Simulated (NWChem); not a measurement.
System: BaCl cation; SMILES [Cl][Ba+]

```xyz
2

Ba     0.0000     0.0000    -0.6190
Cl     0.0000     0.0000     2.0331
```
Atoms are numbered in this order, from 1.

The geometry was optimised at PBE0/def2-SVP. def2 effective core potentials on Ba; no spin-orbit coupling.

### Question
List the 4 lowest vertical singlet excitations from PBE/def2-SVP with def2 effective core potentials on Ba, full TDDFT (NWChem).

### Answer
```json
[
 {"state": "S1", "energy (eV)": "3.95", "oscillator strength": "0.007", "leading excitation (squared amplitude)": "HOMO−1 → LUMO (0.80)"},
 {"state": "S2", "energy (eV)": "3.95", "oscillator strength": "0.007", "leading excitation (squared amplitude)": "HOMO → LUMO (0.80)"},
 {"state": "S3", "energy (eV)": "4.29", "oscillator strength": "0.005", "leading excitation (squared amplitude)": "HOMO−2 → LUMO (1.00)"},
 {"state": "S4", "energy (eV)": "4.31", "oscillator strength": "0.000", "leading excitation (squared amplitude)": "HOMO−1 → LUMO+1 (0.50)"}
]
```
